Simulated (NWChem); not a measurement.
Species: tetrafluoroborate (BF4 anion); SMILES F[B-](F)(F)F

Program: NWChem. Pople sets run with spherical d functions. Sets without diffuse functions describe the anion's extra electron poorly. Geometry: optimised at B3LYP/def2-SVPD. Level PBE/6-31G*: energy and gradient; each run changes one setting, and changes count from the defaults (medium grid, exact Coulomb integrals, symmetry on).

### Question
Which setting moves the energy most, and by about how much (Becke weights; coarse grid; tight SCF thresholds and tolerances; Coulomb fitting, Ahlrichs set; defaults; extra-fine grid)?

### Answer
Coulomb fitting, Ahlrichs set, by about 300 μHa.
```
setting                              size of the energy change (μHa)  largest change of a gradient component (μHa/bohr)
-----------------------------------  -------------------------------  -------------------------------------------------
defaults                                                        < 10                                               < 30
Becke weights                                                     30                                                200
Coulomb fitting, Ahlrichs set                                    300                                               < 30
tight SCF thresholds and tolerances                             < 10                                               < 30
coarse grid                                                       40                                                200
extra-fine grid                                                 < 10                                               < 30
```
